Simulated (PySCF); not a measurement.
Cost of one run: EPR job, `CS(=O)(=O)CC([O])=O` [radical].

Method: UKS B3LYP, pcH-1 on C H O S, non-relativistic, mean-field spin-orbit, GIAO (PySCF 2.14.0). Geometry: GFN2-xTB. Work: unrestricted SCF, g, hyperfine, density and orbital grids written, density fitting. The command runs a driver script over a list of jobs; the input below is this job's line of settings and its coordinates in Å.

Command:
```bash
OMP_NUM_THREADS=1 python probes_run.py task.json out
```

Input:
```
{"job": {"kind": "epr", "basis": "pcH-1"}, "charge": 0, "multiplicity": 2}
C     -1.584008     0.676802     0.295143
S     -0.645675    -0.853650     0.139052
O     -1.255128    -1.668672    -0.883438
O     -0.405719    -1.438785     1.416332
C      0.936130    -0.456150    -0.680161
C      1.848183     0.583012     0.263615
O      1.172545     1.286604     0.956242
O      2.990273     0.367176    -0.044934
H     -1.062860     1.331786     0.980521
H     -2.555979     0.398490     0.685107
H     -1.678716     1.112369    -0.690461
H      0.747758     0.041649    -1.627238
H      1.488805    -1.380144    -0.827509
```

Hardware: an Arm Neoverse V1 with one thread, shared host with 32 logical CPUs at a one-minute load of 64. PySCF's memory limit was set to 1600 MB.

How large is the basis?

260 functions.

How long does the run take?

About 88 s. CPU seconds by part: SCF 36, spin–orbit mean field 2.7, g tensor 29, hyperfine 14.

How much memory does it need at the peak?

About 1.0 GiB. Peak memory is the resident size of the whole Python process, interpreter and libraries included.

At this speed, how long would 1000 such jobs take on 64 cores, one job a core?

1000/64 gives 16 rounds of 88 s, about 23 min of wall time and 24 core-hours, if the jobs don't slow each other.

Other jobs ran on the host; a repeat could differ by tens of per cent or more.

The run converged: ⟨S²⟩ 0.756; g_iso 2.0036.
